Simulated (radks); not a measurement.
Results of a calculation; reference values are marked as such.
Ionisation of the silver ion Ag2+, [Kr] 4d9, to Ag3+, [Kr] 4d8, under several functionals. Dirac Kohn-Sham, spin-unpolarised, spherical densities, point nucleus; open shells are shared between the two j in proportion to 2j + 1; a radial shooting solver on a logarithmic mesh with Libxc functionals. Known Delta-SCF values: LDA (Slater exchange, Perdew-Wang correlation) 36.436 eV. What does Wu-Cohen GGA give, and what is its highest occupied eigenvalue?

Answer. 36.200 eV by Delta-SCF; the 4d5/2 eigenvalue is -28.652 eV. NIST: 34.8 eV (semi-empirical).

Beside tabulated values, note that spin-unpolarised runs miss the spin-polarisation part of the exchange energy of open shells.
